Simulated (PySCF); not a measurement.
From one molecule to another.

First species: C7H11FOSi.
Atom-mapped SMILES: `[CH3:1][C:2]#[C:3][Si@@H:4]([F:5])[C@H:6]([CH3:7])[C:8]([CH3:9])=[O:10]` (hydrogens: H11, H12, H13 on C1; H14 on Si4; H15 on C6; H16, H17, H18 on C7; H19, H20, H21 on C9)

Second species: C7H11FOSi.
InChI=1S/C7H11FOSi/c1-4-10-6(8)7(10)9-5(2)3/h1,5-7,10H,2-3H3/t6-,7+,10-/m0/s1

Levels: PBE0/pcSseg-1 for dipole moment, HOMO energy, LUMO energy and HOMO–LUMO gap; GFN2-xTB for rotational constant A and rotational constant C. Geometries: GFN2-xTB. Each species is one conformer at its optimised geometry, gas phase, non-relativistic unless stated; the electronic structure was computed with PySCF and density fitting.

The conformers computed, where there is a choice (atom-mapped SMILES and torsion angles):
- `[CH3:1][C:2]#[C:3][Si@@H:4]([F:5])[C@H:6]([CH3:7])[C:8]([CH3:9])=[O:10]`: C3–Si4–C6–C7 -178°, Si4–C6–C8–C9 -92°
- `[CH:1]#[C:2][Si@H:3]1[C@H:4]([F:5])[C@@H:6]1[O:7][CH:8]([CH3:9])[CH3:10]`: C4–C6–O7–C8 96°, C6–O7–C8–C9 171°

(1) Which has the higher HOMO–LUMO gap?

(2) Which has the higher rotational constant C?

(3) Which of the two has the higher rotational constant A, and by how much?

(4) Which has the higher LUMO energy?

(5) Which of the two has the higher dipole moment, and by how much?

(6) Which has the higher HOMO energy?

Answers

(1) The first: 6.39 eV against 6.16 eV, a difference of 0.23 eV.

(2) The first: 0.540 GHz against 0.508 GHz, a difference of 0.032 GHz.

(3) The second: 2.319 GHz against 1.363 GHz, a difference of 0.956 GHz.

(4) The second: -0.59 eV against -0.79 eV, a difference of 0.20 eV.

(5) The first: 3.78 D against 2.07 D, a difference of 1.71 D.

(6) The second: -6.75 eV against -7.18 eV, a difference of 0.43 eV.

On the first: A dipole of 3.78 D is allowed in C1, and pure rotational transitions are dipole-allowed. In atomic units the dipole is 1.49 e·bohr (1 au = 2.5417 D). GFN2-xTB frequencies show an imaginary mode (42i cm⁻¹), so this geometry is no minimum at that level.

On the second: The dipole matches unit charges of opposite sign 0.43 Å apart (1 e·Å = 4.8032 D).
